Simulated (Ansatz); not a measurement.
Ansatz (a program for electronic structure) input (HF/3-21G): The .json file is the Basis Set Exchange's 3-21G.

Ansatz 0.2 input:
```yaml
crystal:
  periodic: [false, false, false]
  atoms:
    - {symbol: Cu, position_ang: [-0.00000000, -0.00000000, -0.05033753]}
    - {symbol: H, position_ang: [0.00000000, 0.00000000, 1.45978845]}
basis:
  gaussian:
    orbitals: 3-21G.json
hamiltonian:
  xc: {name: HF}
total_charge: 1
magnetization: {spin_polarized: true, initial_magnetization: 1}
phonons: {temperatures: {t_min: 298.15, t_max: 298.15, t_step: 100}}
```

Problem. Which harmonic wavenumbers does it give?

Solution. 1839 cm⁻¹ (unscaled; negative means imaginary).
